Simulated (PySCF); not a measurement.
First SCF of a structure search on quartet RuO₂Cl, at a hand-made trigonal pyramidal geometry. PySCF input:

```python
from pyscf import gto, scf, dft
mol = gto.M(atom='''
Ru     0.000000     0.000000     0.000000
O     -0.754900     1.307600     0.802800
O     -0.754900    -1.307600     0.802800
Cl     1.977800     0.000000     1.051600''',
    basis={'Ru': 'def2-TZVP', 'O': 'def2-TZVP', 'Cl': 'def2-TZVP'},
    ecp={'Ru': 'def2-TZVP'},
    charge=0, spin=3)
mf = dft.UKS(mol, xc='PBE0')
mf.grids.atom_grid = (50, 194)
aux = {'Ru': 'def2-universal-JKFIT', 'O': 'def2-universal-JKFIT', 'Cl': 'def2-universal-JKFIT'}
mf = mf.density_fit(auxbasis=aux)
mf.conv_tol = 1e-08
mf.diis_space = 10
mf.max_cycle = 60
mf.init_guess = 'minao'
mf.verbose = 4
mf.kernel()
```

Excerpt of the output (cycles alone):

```
init E= -697.416969889999
cycle= 1 E= -704.809782746357  delta_E= -7.39  |g|= 0.948  |ddm|= 3.15
cycle= 2 E= -701.616024351368  delta_E= 3.19  |g|= 2.56  |ddm|= 3.45
cycle= 3 E= -704.835885697567  delta_E= -3.22  |g|= 1.02  |ddm|= 3.28
cycle= 4 E= -705.187535527134  delta_E= -0.352  |g|= 0.453  |ddm|= 0.695
cycle= 5 E= -705.256147385769  delta_E= -0.0686  |g|= 0.101  |ddm|= 0.193
cycle= 6 E= -705.259884288932  delta_E= -0.00374  |g|= 0.0442  |ddm|= 0.064
cycle= 7 E= -705.26090976991  delta_E= -0.00103  |g|= 0.00788  |ddm|= 0.0376
cycle= 8 E= -705.261009405703  delta_E= -9.96e-05  |g|= 0.0056  |ddm|= 0.0159
cycle= 9 E= -705.261049655023  delta_E= -4.02e-05  |g|= 0.00335  |ddm|= 0.0105
cycle= 10 E= -705.261062231416  delta_E= -1.26e-05  |g|= 0.00157  |ddm|= 0.00588
cycle= 11 E= -705.261064660343  delta_E= -2.43e-06  |g|= 0.00066  |ddm|= 0.00251
cycle= 12 E= -705.261065233361  delta_E= -5.73e-07  |g|= 0.000304  |ddm|= 0.00128
cycle= 13 E= -705.26106540945  delta_E= -1.76e-07  |g|= 0.000102  |ddm|= 0.000908
cycle= 14 E= -705.261065431964  delta_E= -2.25e-08  |g|= 4.8e-05  |ddm|= 0.000332
cycle= 15 E= -705.261065436274  delta_E= -4.31e-09  |g|= 1.61e-05  |ddm|= 0.000164
Extra cycle  E= -705.261065435831  delta_E= 4.43e-10  |g|= 4.81e-05  |ddm|= 4.27e-05
converged SCF energy = -705.261065435831  <S^2> = 3.7839238  2S+1 = 4.0169261
```

No lower solution of this spin was found from smeared starts or by a stability analysis within the unrestricted form.

With open d or f shells other occupations or spin states may lie lower.

The search for the lowest solution, 3 starts and the stability check together, took 22 s on 4 threads of a shared Arm Neoverse V2 host, with 139 basis functions; the process peaked at 0.6 GiB. Launch command: `OMP_NUM_THREADS=4 python axn.py task.json out`.
